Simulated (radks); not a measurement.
Results of a calculation; reference values are marked as such.
Fractional charge and spin in the 5p shell of promethium: the spin-up occupation runs from 2 to 3 and the spin-down occupation from 2 to 3; the fullest corner is Pm2+, [Kr] 4d10 4f(up 2.5, down 2.5) 5s2 5p(up 3, down 3). Code: a radial shooting solver on a logarithmic mesh with Libxc functionals. Model: scalar-relativistic Kohn-Sham, SCAN, spin-polarised, spherical densities, finite nucleus; meta-GGA in the generalised Kohn-Sham scheme; Fermi nuclear charge, rms radius of each element as measured or else 0.836 A^(1/3) + 0.57 fm. Energy (eV) above the fullest corner. The planes named below are the two flat planes that join the four corners, with an edge along up + down = one added electron.

down \ up,2,2.25,2.5,2.75,3
2,96.893,82.029,67.896,54.509,41.859
2.25,82.029,68.015,54.737,42.178,30.354
2.5,67.896,54.737,42.286,30.560,19.549
2.75,54.509,42.178,30.560,19.647,9.436
3,41.859,30.354,19.549,9.436,0.000

Corners above the fullest one (they belong to Pm3+ and the next ion): (up 3, down 2) 41.859 eV, (up 2, down 3) 41.859 eV, (up 2, down 2) 96.893 eV. With half an added electron in each spin the energy lies 0.427 eV from the planes, and with half an added electron in spin up alone -1.480 eV. The planes are only a guide here: the flat-plane condition holds for ground states with one frontier orbital, while this shell lies below other occupied shells, so the corners above the fullest one are inner-hole states and not the ground states of those ions.
